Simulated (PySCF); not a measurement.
Si(Br)(Me)(OH)2 (CH5BrO2Si), SMILES C[Si](O)(O)Br.

The structure is a stationary point at B3LYP-D3(BJ)/def2-SVP. One conformer was computed; it need not be the lowest.

Two levels are set side by side: TDDFT-PBE/def2-SVPD (PySCF) and TDDFT-B3LYP/def2-SVPD (PySCF). Vertical, same geometry. The lowest singlet is HOMO→LUMO 98 % with PBE and HOMO−1→LUMO 76 %, HOMO→LUMO 22 % with the other functional; states are paired by order. Differences are taken from unrounded values.

| quantity | TDDFT-B3LYP | TDDFT-PBE | TDDFT-PBE minus TDDFT-B3LYP |
|---|---|---|---|
| lowest singlet excitation (eV) | 6.87 | 6.31 | -0.56 |
| lowest triplet excitation (TDA) (eV) | 6.65 | 6.18 | -0.47 |
| first bright state (f over 0.05) (eV) | 6.91 | 6.89 | -0.02 |
| its oscillator strength | 0.07 | 0.06 | -0.01 |

Functionals without exact exchange tend to place singlet excitations lower, as here. Differences between two approximate levels are no errors against the true value.

Rough cost on one machine, each run with all the roots and properties that it gave: TDDFT-B3LYP against TDDFT-PBE about 5 times.
